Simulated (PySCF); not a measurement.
C4H10Ge, singlet, at a GFN2-xTB geometry, atoms displaced at random by about 0.08 Å a coordinate; PBE/STO-3G, gradient by finite differences run with PySCF.

Input for PySCF:
```python
from pyscf import gto, scf, dft

mol = gto.M(
    atom='''
Ge   -0.311055   -0.051262   -0.327870
C    -1.024931    2.150125   -0.058735
C    -1.080026   -1.046095    0.876349
C     1.598907   -0.132371   -0.199994
C     2.323606   -0.826730    0.651313
H    -0.787927   -0.171268   -1.694879
H    -2.046877    1.905482    0.015680
H    -0.567312    2.496344   -0.672251
H    -0.356784    2.375596    1.058916
H    -0.759153   -2.070981    0.745690
H    -0.857169   -0.978959    1.941156
H    -2.167498   -0.995487    0.811315
H     2.367065    0.296896   -1.016036
H     1.849004   -1.429116    1.383223
H     3.490866   -0.857534    0.528149
''',
    basis='sto-3g',
    charge=0,
    spin=0,
    verbose=4,
)

mf = dft.RKS(mol)
mf.xc = 'pbe'
mf.conv_tol = 1e-11
mf.kernel()
scan, done = mf.as_scanner(), []
scan.scf_summary = {}
def energy(d):
    c = mol.atom_coords()
    c[11, 2] += d
    e = scan(mol.set_geom_(c, unit='Bohr', inplace=False))
    done.append(scan.converged)
    return e
h = 0.01
fd = (energy(h) - energy(-h)) / (2 * h)
print('dE/dx =', fd)
```

The log (banner, timings and long lists left out):

```
PySCF version 2.14.0

[INPUT] verbose = 4
[INPUT] num. atoms = 15
[INPUT] num. electrons = 66
[INPUT] charge = 0
[INPUT] spin (= nelec alpha-beta = 2S) = 0
[INPUT] symmetry False subgroup None
[INPUT] Mole.unit = angstrom
[INPUT] Symbol           X                Y                Z      unit          X                Y                Z       unit  Magmom
[...]
nuclear repulsion = 361.353281404947
number of shells = 30
number of NR pGTOs = 144
number of NR cGTOs = 48
basis = sto-3g
ecp = {}

******** <class 'pyscf.dft.rks.RKS'> ********
method = RKS
initial guess = minao
damping factor = 0
level_shift factor = 0
DIIS = <class 'pyscf.scf.diis.CDIIS'>
diis_start_cycle = 1
diis_space = 8
diis_damp = 0
SCF conv_tol = 1e-11
SCF conv_tol_grad = None
SCF max_cycles = 50
direct_scf = True
direct_scf_tol = 1e-13
XC library pyscf.dft.libxc version 7.1.2
    S. Lehtola, C. Steigemann, M. J. T. Oliveira, and M. A. L. Marques,  SoftwareX 7, 1–5 (2018)
XC functionals = pbe
    J. P. Perdew, K. Burke, and M. Ernzerhof,  Phys. Rev. Lett. 77, 3865 (1996)
    J. P. Perdew, K. Burke, and M. Ernzerhof,  Phys. Rev. Lett. 78, 1396 (1997)
    J. P. Perdew, K. Burke, and M. Ernzerhof,  Phys. Rev. Lett. 77, 3865 (1996)
    J. P. Perdew, K. Burke, and M. Ernzerhof,  Phys. Rev. Lett. 78, 1396 (1997)
radial grids:
    Treutler-Ahlrichs [JCP 102, 346 (1995); DOI:10.1063/1.469408] (M4) radial grids

becke partition: Becke, JCP 88, 2547 (1988); DOI:10.1063/1.454033
pruning grids: <function nwchem_prune>
grids dens level: 3
symmetrized grids: False
atomic radii adjust function: <function treutler_atomic_radii_adjust>
small_rho_cutoff = 0
Set gradient conv threshold to 3.16228e-06
Initial guess from minao.
tot grids = 175192
init E= -2206.82156851576
[...]
cycle= 1 E= -2208.63786056598  delta_E= -1.82  |g|= 0.694  |ddm|= 4.64
[...]
cycle= 2 E= -2203.68149170456  delta_E= 4.96  |g|= 4.95  |ddm|= 4.64
[...]
cycle= 3 E= -2208.62117187184  delta_E= -4.94  |g|= 0.778  |ddm|= 3.79
[...]
cycle= 4 E= -2208.79871123759  delta_E= -0.178  |g|= 0.314  |ddm|= 1.22
[...]
cycle= 5 E= -2208.82852265941  delta_E= -0.0298  |g|= 0.0601  |ddm|= 0.415
[...]
cycle= 6 E= -2208.82970613013  delta_E= -0.00118  |g|= 0.0127  |ddm|= 0.107
[...]
cycle= 7 E= -2208.82973227607  delta_E= -2.61e-05  |g|= 0.00909  |ddm|= 0.0288
[...]
cycle= 8 E= -2208.82976310047  delta_E= -3.08e-05  |g|= 0.00109  |ddm|= 0.0148
[...]
cycle= 9 E= -2208.82976357734  delta_E= -4.77e-07  |g|= 0.00025  |ddm|= 0.0022
[...]
cycle= 10 E= -2208.82976359887  delta_E= -2.15e-08  |g|= 3.67e-05  |ddm|= 0.000407
[...]
cycle= 11 E= -2208.82976359945  delta_E= -5.74e-10  |g|= 4.73e-06  |ddm|= 6.96e-05
[...]
cycle= 12 E= -2208.82976359947  delta_E= -2.46e-11  |g|= 7.25e-07  |ddm|= 9.49e-06
[...]
cycle= 13 E= -2208.82976359946  delta_E= 6.37e-12  |g|= 2.76e-07  |ddm|= 1.73e-06
[...]
Extra cycle  E= -2208.82976359946  delta_E= -4.55e-13  |g|= 4.17e-07  |ddm|= 1.24e-06
converged SCF energy = -2208.82976359946
Create scanner for <class 'pyscf.dft.rks.RKS'>

WARN: Mole.unit (angstrom) is changed to Bohr

New geometry
   1 Ge    -0.311055000000  -0.051262000000  -0.327870000000 AA   -0.587808759677  -0.096871140597  -0.619584504461 Bohr
   2 C     -1.024931000000   2.150125000000  -0.058735000000 AA   -1.936838886577   4.063147383580  -0.110993063926 Bohr
   3 C     -1.080026000000  -1.046095000000   0.876349000000 AA   -2.040953347410  -1.976833050277   1.656059599536 Bohr
   4 C      1.598907000000  -0.132371000000  -0.199994000000 AA    3.021496328650  -0.250144936835  -0.377933886556 Bohr
   5 C      2.323606000000  -0.826730000000   0.651313000000 AA    4.390978961396  -1.562293278962   1.230803191369 Bohr
   6 H     -0.787927000000  -0.171268000000  -1.694879000000 AA   -1.488966236150  -0.323649613902  -3.202857124277 Bohr
   7 H     -2.046877000000   1.905482000000   0.015680000000 AA   -3.868036940671   3.600839115288   0.029630905633 Bohr
   8 H     -0.567312000000   2.496344000000  -0.672251000000 AA   -1.072064307179   4.717406472701  -1.270370276965 Bohr
   9 H     -0.356784000000   2.375596000000   1.058916000000 AA   -0.674224045627   4.489225822612   2.001061228920 Bohr
  10 H     -0.759153000000  -2.070981000000   0.745690000000 AA   -1.434591256642  -3.913586899178   1.409149873827 Bohr
  11 H     -0.857169000000  -0.978959000000   1.941156000000 AA   -1.619814652467  -1.849964397178   3.668253205056 Bohr
  12 H     -2.167498000000  -0.995487000000   0.816606772109 AA   -4.095977595543  -1.881197790565   1.543163150752 Bohr
  13 H      2.367065000000   0.296896000000  -1.016036000000 AA    4.473104569044   0.561052127479  -1.920029772699 Bohr
  14 H      1.849004000000  -1.429116000000   1.383223000000 AA    3.494111163225  -2.700637840234   2.613912639199 Bohr
  15 H      3.490866000000  -0.857534000000   0.528149000000 AA    6.596780677556  -1.620504402503   0.998056962963 Bohr

******** <class 'pyscf.scf.hf.RKS_Scanner'> ********
method = RKS_Scanner
initial guess = minao
damping factor = 0
level_shift factor = 0
DIIS = <class 'pyscf.scf.diis.CDIIS'>
diis_start_cycle = 1
diis_space = 8
diis_damp = 0
SCF conv_tol = 1e-11
SCF conv_tol_grad = None
SCF max_cycles = 50
direct_scf = True
direct_scf_tol = 1e-13
XC library pyscf.dft.libxc version 7.1.2
    S. Lehtola, C. Steigemann, M. J. T. Oliveira, and M. A. L. Marques,  SoftwareX 7, 1–5 (2018)
XC functionals = pbe
    J. P. Perdew, K. Burke, and M. Ernzerhof,  Phys. Rev. Lett. 77, 3865 (1996)
    J. P. Perdew, K. Burke, and M. Ernzerhof,  Phys. Rev. Lett. 78, 1396 (1997)
    J. P. Perdew, K. Burke, and M. Ernzerhof,  Phys. Rev. Lett. 77, 3865 (1996)
    J. P. Perdew, K. Burke, and M. Ernzerhof,  Phys. Rev. Lett. 78, 1396 (1997)
radial grids:
    Treutler-Ahlrichs [JCP 102, 346 (1995); DOI:10.1063/1.469408] (M4) radial grids

becke partition: Becke, JCP 88, 2547 (1988); DOI:10.1063/1.454033
pruning grids: <function nwchem_prune>
grids dens level: 3
symmetrized grids: False
atomic radii adjust function: <function treutler_atomic_radii_adjust>
small_rho_cutoff = 0
Set gradient conv threshold to 3.16228e-06
tot grids = 175192
init E= -2208.82978001221
[...]
cycle= 1 E= -2208.82975566693  delta_E= 2.43e-05  |g|= 0.000254  |ddm|= 0.00427
[...]
cycle= 2 E= -2208.82975564298  delta_E= 2.39e-08  |g|= 0.000385  |ddm|= 0.001
[...]
cycle= 3 E= -2208.82975568732  delta_E= -4.43e-08  |g|= 0.000138  |ddm|= 0.000684
[...]
cycle= 4 E= -2208.82975569283  delta_E= -5.51e-09  |g|= 4.25e-05  |ddm|= 0.000202
[...]
cycle= 5 E= -2208.82975569338  delta_E= -5.54e-10  |g|= 1.12e-05  |ddm|= 7.18e-05
[...]
cycle= 6 E= -2208.82975569342  delta_E= -3.87e-11  |g|= 2.74e-06  |ddm|= 1.95e-05
[...]
cycle= 7 E= -2208.82975569343  delta_E= -1.05e-11  |g|= 7.18e-07  |ddm|= 5.24e-06
[...]
cycle= 8 E= -2208.82975569341  delta_E= 1.77e-11  |g|= 1.28e-07  |ddm|= 1.35e-06
[...]
cycle= 9 E= -2208.82975569342  delta_E= -7.73e-12  |g|= 3.01e-08  |ddm|= 2.6e-07
[...]
Extra cycle  E= -2208.82975569342  delta_E= 3.64e-12  |g|= 3.62e-08  |ddm|= 1.06e-07
converged SCF energy = -2208.82975569342

WARN: Mole.unit (angstrom) is changed to Bohr

New geometry
   1 Ge    -0.311055000000  -0.051262000000  -0.327870000000 AA   -0.587808759677  -0.096871140597  -0.619584504461 Bohr
   2 C     -1.024931000000   2.150125000000  -0.058735000000 AA   -1.936838886577   4.063147383580  -0.110993063926 Bohr
   3 C     -1.080026000000  -1.046095000000   0.876349000000 AA   -2.040953347410  -1.976833050277   1.656059599536 Bohr
   4 C      1.598907000000  -0.132371000000  -0.199994000000 AA    3.021496328650  -0.250144936835  -0.377933886556 Bohr
   5 C      2.323606000000  -0.826730000000   0.651313000000 AA    4.390978961396  -1.562293278962   1.230803191369 Bohr
   6 H     -0.787927000000  -0.171268000000  -1.694879000000 AA   -1.488966236150  -0.323649613902  -3.202857124277 Bohr
   7 H     -2.046877000000   1.905482000000   0.015680000000 AA   -3.868036940671   3.600839115288   0.029630905633 Bohr
   8 H     -0.567312000000   2.496344000000  -0.672251000000 AA   -1.072064307179   4.717406472701  -1.270370276965 Bohr
   9 H     -0.356784000000   2.375596000000   1.058916000000 AA   -0.674224045627   4.489225822612   2.001061228920 Bohr
  10 H     -0.759153000000  -2.070981000000   0.745690000000 AA   -1.434591256642  -3.913586899178   1.409149873827 Bohr
  11 H     -0.857169000000  -0.978959000000   1.941156000000 AA   -1.619814652467  -1.849964397178   3.668253205056 Bohr
  12 H     -2.167498000000  -0.995487000000   0.806023227891 AA   -4.095977595543  -1.881197790565   1.523163150752 Bohr
  13 H      2.367065000000   0.296896000000  -1.016036000000 AA    4.473104569044   0.561052127479  -1.920029772699 Bohr
  14 H      1.849004000000  -1.429116000000   1.383223000000 AA    3.494111163225  -2.700637840234   2.613912639199 Bohr
  15 H      3.490866000000  -0.857534000000   0.528149000000 AA    6.596780677556  -1.620504402503   0.998056962963 Bohr

******** <class 'pyscf.scf.hf.RKS_Scanner'> ********
method = RKS_Scanner
initial guess = minao
damping factor = 0
level_shift factor = 0
DIIS = <class 'pyscf.scf.diis.CDIIS'>
diis_start_cycle = 1
diis_space = 8
diis_damp = 0
SCF conv_tol = 1e-11
SCF conv_tol_grad = None
SCF max_cycles = 50
direct_scf = True
direct_scf_tol = 1e-13
XC library pyscf.dft.libxc version 7.1.2
    S. Lehtola, C. Steigemann, M. J. T. Oliveira, and M. A. L. Marques,  SoftwareX 7, 1–5 (2018)
XC functionals = pbe
    J. P. Perdew, K. Burke, and M. Ernzerhof,  Phys. Rev. Lett. 77, 3865 (1996)
    J. P. Perdew, K. Burke, and M. Ernzerhof,  Phys. Rev. Lett. 78, 1396 (1997)
    J. P. Perdew, K. Burke, and M. Ernzerhof,  Phys. Rev. Lett. 77, 3865 (1996)
    J. P. Perdew, K. Burke, and M. Ernzerhof,  Phys. Rev. Lett. 78, 1396 (1997)
radial grids:
    Treutler-Ahlrichs [JCP 102, 346 (1995); DOI:10.1063/1.469408] (M4) radial grids

becke partition: Becke, JCP 88, 2547 (1988); DOI:10.1063/1.454033
pruning grids: <function nwchem_prune>
grids dens level: 3
symmetrized grids: False
atomic radii adjust function: <function treutler_atomic_radii_adjust>
small_rho_cutoff = 0
Set gradient conv threshold to 3.16228e-06
tot grids = 175192
init E= -2208.82971147978
[...]
cycle= 1 E= -2208.8297656592  delta_E= -5.42e-05  |g|= 0.000506  |ddm|= 0.00853
[...]
cycle= 2 E= -2208.82976555933  delta_E= 9.99e-08  |g|= 0.000775  |ddm|= 0.00201
[...]
cycle= 3 E= -2208.82976574112  delta_E= -1.82e-07  |g|= 0.000273  |ddm|= 0.00137
[...]
cycle= 4 E= -2208.82976576249  delta_E= -2.14e-08  |g|= 8.56e-05  |ddm|= 0.0004
[...]
cycle= 5 E= -2208.82976576471  delta_E= -2.22e-09  |g|= 2.28e-05  |ddm|= 0.000147
[...]
cycle= 6 E= -2208.82976576489  delta_E= -1.82e-10  |g|= 5.58e-06  |ddm|= 3.97e-05
[...]
cycle= 7 E= -2208.82976576491  delta_E= -1.09e-11  |g|= 1.4e-06  |ddm|= 1.06e-05
[...]
cycle= 8 E= -2208.8297657649  delta_E= 6.37e-12  |g|= 2.49e-07  |ddm|= 2.63e-06
[...]
Extra cycle  E= -2208.8297657649  delta_E= -5.46e-12  |g|= 3.5e-07  |ddm|= 1.03e-06
converged SCF energy = -2208.8297657649
dE/dx = 0.000503574460708478
```
